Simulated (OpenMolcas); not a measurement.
Sc2+ (d1) among equal point charges was computed by CASSCF with the d shell active (OpenMolcas, ANO-RCC-VDZP on the metal). Its lowest spin-free states, and all those of the highest spin:

| 2S+1 | Degeneracy | E (cm-1) |
| --- | --- | --- |
| 2 | 3 | 0.0 |
| 2 | 2 | 13017 |

Problem. Is the site octahedral, tetrahedral or cube-like, axial, or of lower symmetry?

Solution. The states with 2S+1 = 2 have orbital degeneracies 3, 2. Threefold states need a cubic site. For d1 at this spin an octahedron puts the threefold T2 below the twofold E and a tetrahedron or cube puts the twofold E below the threefold T2, so the site is octahedral. The first gap at this spin, 13000 cm-1, is |10Dq| in ligand-field theory. The run had Sc2+ among 6 point charges of -1.6 e arranged as an octahedron (Oh), 2.13 Å from the ion.

An orbital triplet at a regular site is open to Jahn-Teller coupling, which can distort the site and quench the lowest spin-orbit gaps and is left out. Point charges carry no covalency, so the field is a model and not that of real ligands. No measured value stands beside these numbers.
